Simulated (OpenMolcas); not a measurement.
Multiconfigurational calculation on Au5+

Au5+ among 5 point charges of -2 e arranged as a trigonal bipyramid (D3h), 1.81 Å from the ion, with the axial distance 1.919 Å.

Input:

```
&GATEWAY
Coord
1

Au 0.0 0.0 0.0
Basis=ANO-RCC-VDZP
Group=NoSym
NoMove
AngMom=0.0 0.0 0.0
AMFI
XField
5 Angstrom 0
1.810000 0.000000 0.000000 -2.000000
-0.905000 1.567506 0.000000 -2.000000
-0.905000 -1.567506 0.000000 -2.000000
0.000000 0.000000 1.918600 -2.000000
0.000000 0.000000 -1.918600 -2.000000
&SEWARD
&RASSCF
FileOrb=start.orb
Symmetry=1
Spin=5
nActEl=6 0 0
Inactive=34
Ras2=5
CIRoot=5 5 1
SDav=5
CIMx=300
Iter=120 100
PrWF=0.3
OrbListing=Nothing
MaxOrb=0
>>> COPY $Project.JobIph JOB001
&RASSCF
FileOrb=start.orb
Symmetry=1
Spin=3
nActEl=6 0 0
Inactive=34
Ras2=5
CIRoot=45 45 1
SDav=45
CIMx=300
Iter=120 100
PrWF=0.3
OrbListing=Nothing
MaxOrb=0
>>> COPY $Project.JobIph JOB002
&RASSCF
FileOrb=start.orb
Symmetry=1
Spin=1
nActEl=6 0 0
Inactive=34
Ras2=5
CIRoot=50 50 1
SDav=50
CIMx=300
Iter=120 100
PrWF=0.3
OrbListing=Nothing
MaxOrb=0
>>> COPY $Project.JobIph JOB003
&RASSI
NrOfJobIphs=3 5 45 50
1 2 3 4 5
1 2 3 4 5 6 7 8 9 10 11 12 13 14 15 16 17 18 19 20 21 22 23 24 25 26 27
28 29 30 31 32 33 34 35 36 37 38 39 40 41 42 43 44 45
1 2 3 4 5 6 7 8 9 10 11 12 13 14 15 16 17 18 19 20 21 22 23 24 25 26 27
28 29 30 31 32 33 34 35 36 37 38 39 40 41 42 43 44 45 46 47 48 49 50
IphNames
JOB001
JOB002
JOB003
EJob
SpinOrbit
DIPRint=1.0
SOCoupling=1000.0
Subsets=2
Property=9
'ANGMOM' 1 'ANGMOM' 2 'ANGMOM' 3 'MLTPL  1' 1 'MLTPL  1' 2 'MLTPL  1' 3
'AMFI' 1 'AMFI' 2 'AMFI' 3
SOProperty=3
'ANGMOM' 1 'ANGMOM' 2 'ANGMOM' 3
```

Launched by
```bash
OMP_NUM_THREADS=1 MOLCAS_MEM=1689 MOLCAS_PROJECT=a pymolcas a.inp > a.log  # once for each step of the input, in one work folder
```

A driver script runs the steps one by one and writes start.orb anew before each from the orbitals found so far.

Output, cut to the results:

```
--- SEWARD ---
Basis set label: AU.ANO-RCC...7S6P4D2F.

      Electronic valence basis set:
      ------------------
      Associated Effective Charge  79.000000 au
      Associated Actual Charge     79.000000 au
      Nuclear Model: Point charge

      Shell  nPrim  nBasis  Cartesian Spherical Contaminant
         s      24       7        X
         p      21       6        X
         d      15       4                 X
         f      11       2                 X
                  Relativistic Douglas-Kroll-Hess integrals:
                    - DKH order of Hamiltonian: 2
                    - DKH order of Properties : 0
                  Atomic mean-field integrals
--- RASSCF ---
Wave function specifications:
      -----------------------------

      Number of closed shell electrons          68
      Number of electrons in active shells       6
      Max number of holes in RAS1 space          0
      Max nr of electrons in RAS3 space          0
      Number of inactive orbitals               34
      Number of active orbitals                  5
      Number of secondary orbitals              20
      Spin quantum number                      2.0
      State symmetry                             1
Orbital specifications:
      -----------------------

      Symmetry species                           1
                                                 a
      Frozen orbitals                            0
      Inactive orbitals                         34
      Active orbitals                            5
      RAS1 orbitals                              0
      RAS2 orbitals                              5
      RAS3 orbitals                              0
      Secondary orbitals                        20
      Deleted orbitals                           0
      Number of basis functions                 59
      Number of CSFs                             5
      Number of root(s) required                 5
      Iter CI   SX   CI       RASSCF       Energy    max ROT     max BLB   max BLB  Level Ln srch  Step   QN
          iter iter root      energy       change     param      element    value   shift minimum  type update
 Nr of preliminary CI iterations:   1
      Total energies have been shifted. Add               -19000.00 au
        1   1    7    0    -1.23477197    0.00E+00   2.14E-01*  37  50 1  6.67E-01*  0.00   0.00    SX    NO
        2   1    7    0    -1.93896944   -7.04E-01*  2.26E-02   25  54 1 -1.36E-01*  0.00   0.00    SX    NO
        3   1    6    0    -1.96039329   -2.14E-02*  6.82E-03   30  59 1  2.02E-02*  0.00   0.00    SX    NO
        4   1    6    0    -1.96101777   -6.24E-04*  2.21E-03   32  45 1  7.47E-03*  0.00   0.00    SX    NO
        5   1    6    0    -1.96109058   -7.28E-05*  6.59E-04   24  53 1  2.71E-03*  0.00   0.73    QN   YES
        6   1    4    0    -1.96110230   -1.17E-05* -4.29E-05   33  48 1 -5.81E-05   0.00   1.01    QN   YES
        7   1    4    0    -1.96110231   -1.41E-08* -1.15E-05   32  52 1  1.08E-05   0.00   1.21    QN   YES
        8   1    2    0    -1.96110231   -4.95E-10   3.74E-07   34  44 1  7.39E-07   0.00   1.01    QN   YES
      Convergence after  8 iterations
        9   1    2    0    -1.96110231    7.28E-12   3.74E-07   34  44 1  9.77E-08   0.00   1.01    QN   YES
      Natural orbitals and occupation numbers for root  1
      sym 1:   1.000000   2.000000   1.000000   1.000000   1.000000
      Natural orbitals and occupation numbers for root  2
      sym 1:   2.000000   1.000000   1.000000   1.000000   1.000000
      Natural orbitals and occupation numbers for root  3
      sym 1:   2.000000   1.000000   1.000000   1.000000   1.000000
::    RASSCF root number  1 Total energy: -19001.97271326
::    RASSCF root number  2 Total energy: -19001.97271326
::    RASSCF root number  3 Total energy: -19001.96342259
::    RASSCF root number  4 Total energy: -19001.96342258
::    RASSCF root number  5 Total energy: -19001.93323988
--- RASSCF ---
Wave function specifications:
      -----------------------------

      Number of closed shell electrons          68
      Number of electrons in active shells       6
      Max number of holes in RAS1 space          0
      Max nr of electrons in RAS3 space          0
      Number of inactive orbitals               34
      Number of active orbitals                  5
      Number of secondary orbitals              20
      Spin quantum number                      1.0
      State symmetry                             1
...
--- RASSI ---
SPIN-FREE ENERGIES:
  (Shifted by EMIN (a.u.) =     -19001.9727132619)

 SF State       Relative EMIN(au)   Rel lowest level(eV)    D:o, cm**(-1)      L_eff

     1             0.0000000000        0.0000000000              0.0000         2.0
     2             0.0000000000        0.0000000000              0.0000         2.0
     3             0.0092906767        0.2528121922           2039.0678         2.0
     4             0.0092906773        0.2528122095           2039.0680         2.0
     5             0.0394733853        1.0741255341           8663.4067         2.0
     6             0.0679912874        1.8501371825          14922.3627         4.0
     7             0.0847228754        2.3054268872          18594.5219         3.9
     8             0.0849717505        2.3121991218          18649.1436         3.9
     9             0.0858042980        2.3348538941          18831.8667         4.5
    10             0.0858042980        2.3348538941          18831.8667         4.5
    11             0.0948755767        2.5816959620          20822.7822         5.0
    12             0.0948755767        2.5816959620          20822.7822         5.0
    13             0.1007426821        2.7413480343          22110.4630         4.7
    14             0.1007426827        2.7413480492          22110.4631         4.7
    15             0.1062259643        2.8905557435          23313.9044         2.6
    16             0.1062259643        2.8905557435          23313.9044         2.6
    51             0.1118104333        3.0425168878          24539.5536         5.3
    52             0.1118104333        3.0425168878          24539.5536         5.3
    17             0.1122733447        3.0551133480          24641.1509         4.7
    18             0.1122733447        3.0551133480          24641.1509         4.7
    19             0.1128324850        3.0703283317          24763.8681         3.7
...
```

Spin-orbit levels above the lowest (labels of D3, the rotations of D3h):

```
E (cm-1)  Degeneracy  Label      2S+1                g
     0.0           2      E  5 (71 %)  0.00 0.00 11.29
   448.5           1     A1  5 (82 %)                 
   450.6           1     A2  5 (82 %)                 
   675.7           1     A1  5 (67 %)                 
   757.9           2      E  5 (80 %)   0.00 0.00 5.58
    1064           2      E  5 (74 %)   0.00 0.00 2.59
    7109           2      E  5 (58 %)   0.00 0.00 3.74
    9142           2      E  5 (62 %)   0.00 0.00 4.73
    9389           1     A2         5                 
   10023           1     A1  5 (89 %)                 
   10029           1     A2  5 (89 %)                 
   10119           1     A1  5 (53 %)                 
   11274           2      E  5 (82 %)   0.00 0.00 1.84
   14580           1     A2  5 (78 %)                 
   15090           2      E  5 (77 %)   0.00 0.00 6.85
   16396           1     A1  5 (61 %)                 
   17264           2      E  5 (69 %)   0.00 0.00 3.14
   18173           2      E  3 (56 %)   0.00 0.00 9.22
   18532           1     A1  3 (49 %)                 
   20523           2      E  3 (55 %)   0.00 0.00 2.03
```

An orbital doublet at a regular site is open to a Jahn-Teller distortion, which this geometry leaves out. Without dynamic correlation the repulsion within the d shell is too large (B by tens of per cent), so at a given field states of lower spin stand too high. This shell can be high or low spin here, a state of another spin lies low, and with metal d orbitals alone active their balance is uncertain, so the ground spin may be wrong. Point charges give a weaker field than real ligands, and real ions of this kind are as a rule low spin; the high spin found here belongs to the model. This is an electrostatic model: the charges have no orbitals. No measured value stands beside these numbers.

The RASSCF and RASSI steps took 34 s on 1 thread of Intel(R) Xeon(R) Platinum 8488C (Sapphire Rapids), on a shared host; the integral step is not counted.

With an even number of electrons the g values are those of a degenerate or nearly degenerate non-Kramers pair.
